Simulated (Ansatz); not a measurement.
Start from `C=C=C[SiH3]` and change one atom or group to get `C=C=CCl`.

Ansatz, PBE0-D4/def2-TZVP geometries, multiplicity 1. 

```json
{"property": "LUMO energy (PBE/def2-TZVPP) / eV", "`C=C=C[SiH3]`": "-1.19"}
{"property": "HOMO energy (PBE/def2-TZVPP) / eV", "`C=C=C[SiH3]`": "-6.40"}
{"property": "HOMO energy (ωB97M-V/def2-TZVPP) / eV", "`C=C=C[SiH3]`": "-9.75"}
{"property": "LUMO energy (B3LYP/def2-TZVPP) / eV", "`C=C=C[SiH3]`": "-0.42"}
{"property": "LUMO energy (PBE0/def2-TZVPP) / eV", "`C=C=C[SiH3]`": "-0.20"}
{"property": "HOMO energy (B3LYP/def2-TZVPP) / eV", "`C=C=C[SiH3]`": "-7.33"}
```

(1) Give the same properties after the change, and the shifts. (An estimate is asked.)

Results:

(1) The calculation gave: 
```json
{"property": "LUMO energy (PBE/def2-TZVPP) / eV", "`C=C=CCl`": "-1.75", "shift": "-0.56"}
{"property": "HOMO energy (PBE/def2-TZVPP) / eV", "`C=C=CCl`": "-6.17", "shift": "0.23"}
{"property": "HOMO energy (ωB97M-V/def2-TZVPP) / eV", "`C=C=CCl`": "-9.53", "shift": "0.22"}
{"property": "LUMO energy (B3LYP/def2-TZVPP) / eV", "`C=C=CCl`": "-0.96", "shift": "-0.54"}
{"property": "LUMO energy (PBE0/def2-TZVPP) / eV", "`C=C=CCl`": "-0.74", "shift": "-0.54"}
{"property": "HOMO energy (B3LYP/def2-TZVPP) / eV", "`C=C=CCl`": "-7.13", "shift": "0.20"}
```

With PBE0 the HOMO rises by 0.19 eV and the LUMO falls by 0.54 eV, so the gap narrows by about 0.73 eV. PBE moves the HOMO by 0.23 eV and ωB97M-V by 0.22 eV. The zero-point energy changes by -62.5 kJ/mol with -9 modes.

B3LYP here is the variant with VWN-RPA as its local correlation; programs differ in this.
